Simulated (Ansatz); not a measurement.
Problem. Name a neutral molecule of In, O, P and H with size of the dipole moment (B3LYP/def2-TZVPP) between 0.70 and 1.00 D and HOMO energy (ωB97M-V/def2-TZVPP) between -8.65 and -8.35 eV (Ansatz, PBE0-D4/def2-TZVP geometry).

Solution. `O[PH][InH2]` (0.75 D, -8.52 eV). Other molecules can fit too; these were computed, each in one conformer that needn't be the lowest.

B3LYP here is the variant with VWN-RPA as its local correlation; programs differ in this.
